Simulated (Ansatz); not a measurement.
Strength of the C–In bond: In(CH3)Cl → CH3 + InCl

Species: In(CH3)Cl, doublet; CH3 (methyl radical) `[CH3]`, doublet; InCl, singlet. 

Shapes, held fixed at every level: PBE0-D4/def2-TZVP. Programs: Ansatz 0.2.0. The zero-point and thermal change to 298 K, harmonic and unscaled (PBE0-D4/def2-TZVP), is -9.5 kJ/mol.

Task: Estimate ΔH(298 K) of this reaction.

Result: The highest level, CCSD(T)/def2-TZVPP, gives ΔH(298 K) = +55.4 kJ/mol; the levels span +3.5 to +105.6. A fragment pairs its electrons up again, so this isn't a typical strength of such a bond. The column of differences is taken from that level and isn't an error. No measured value is set beside it here. Open shells run unrestricted unless RO is named. For atoms past krypton def2 sets carry core potentials with scalar relativity. Correlated rows may include outer-core shells of In, which these sets cover unevenly. Times are processor times on shared x86 and Arm servers, and rough.

```csv
level,kind,ΔH(298 K) (kJ/mol),less CCSD(T)/def2-TZVPP,CPU time (sum over the molecules)
HF/def2-SVP,Hartree–Fock,+3.5,-51.9,–
SPW92/def2-TZVPP,LDA,+105.6,+50.2,6.1 s
r2SCAN-D4/def2-TZVPP,meta-GGA,+57.7,+2.3,25 s
wB97M-V/def2-TZVPP,range-separated hybrid,+61.7,+6.3,44 s
wB97X-V/def2-TZVPP,range-separated hybrid,+63.2,+7.8,35 s
CCSD(T)/def2-SVP,coupled cluster or CI,+49.3,-6.1,18 s
CCSD/def2-TZVPP,coupled cluster or CI,+47.5,-7.9,–
CCSD(T)/def2-TZVPP,coupled cluster or CI,+55.4,0.0,6.3 min
```
